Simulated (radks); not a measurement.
Results of a calculation; reference values are marked as such.
Orbital eigenvalues (eV) of the technetium ion Tc3+, [Kr] 4d4, of relativity; Dirac values are averaged over j with weights 2j + 1. Spin-unpolarised spherical Kohn-Sham, BLYP, point nucleus unless stated (finite: rms radius 4.4112 fm), a radial shooting solver on a logarithmic mesh with Libxc functionals. A level marked "c x" has the speed of light scaled by that factor and shares open shells by 2j + 1; other Dirac levels either fill j = l - 1/2 first or share by 2j + 1.

shell       non-rel.
1s            -20354
2s           -2879.7
2p           -2661.5
3s           -525.04
3p           -440.29
3d           -284.60
4s           -99.348
4p           -74.331
4d           -35.474
5s (empty)   -27.291
5p (empty)   -21.491

Give the values at the level "Dirac, c x 0.85".

Answer. 
shell       Dirac, c x 0.85  change of magnitude (%)
1s                   -21116                    +3.74
2s                  -3059.7                    +6.25
2p                  -2710.8                    +1.85
3s                  -558.91                    +6.45
3p                  -449.49                    +2.09
3d                  -278.94                    -1.99
4s                  -105.23                    +5.92
4p                  -75.623                    +1.74
4d                  -34.870                    -1.70
5s (empty)          -28.315                    +3.75
5p (empty)          -21.748                    +1.19
